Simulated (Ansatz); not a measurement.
Species: C$_{2}$H$_{7}$O$_{2}$Si, charge 0, multiplicity 2. It need not be the lowest isomer of its formula. SMILES: C[Si](C)([O])O
Geometry from a B3LYP-D3(BJ)/def2-TZVP (Ansatz, a program for electronic structure) optimisation:
```xyz
12

C      1.5812    -0.8368     0.3387
Si    -0.0304     0.0560    -0.0501
C     -1.5452    -0.8276     0.5735
O      0.0272     0.0758    -1.7036
O     -0.0833     1.5522     0.6400
H      1.5690    -1.8574    -0.0422
H      2.4401    -0.3157    -0.0842
H      1.6886    -0.8605     1.4264
H     -2.4507    -0.3228     0.2347
H     -1.5658    -1.8571     0.2150
H     -1.5486    -0.8322     1.6652
H      0.5250     2.2242     0.3221
```
Charge 0, spin multiplicity 2.

Property: atomisation energy (electronic, to ground-state atoms), in eV. Valence correlation only, unless marked. Open shells are spin-unrestricted. No spin-orbit coupling. Non-relativistic. The coupled-cluster limit lacks core correlation, which all-electron functionals hold. Basis-set limits of correlation are two-point, X^-3; Hartree-Fock from the larger set.

| level | program | atomisation energy (eV) | minus last row |
|---|---|---|---|
| CAM-B3LYP-D4/def2-TZVPD | Ansatz + dftd4 | 47.65 | 0.13 |
| LC-wPBE/def2-TZVPD | Ansatz | 47.23 | -0.29 |
| B2GP-PLYP-D3(BJ)/def2-TZVPD | Ansatz + dftd3 | 46.82 | -0.70 |
| RPA@PBE/cc-pV(T+d)Z | Ansatz | 44.23 | -3.29 |
| RPA@PBE/cc-pV(Q+d)Z | Ansatz | 44.92 | -2.60 |
| SCS-MP2/cc-pV(D+d)Z | Ansatz | 43.57 | -3.95 |
| CCSD(T)/CBS(cc-pV(T+d)Z,cc-pV(Q+d)Z) | Ansatz | 47.52 | 0.00 |
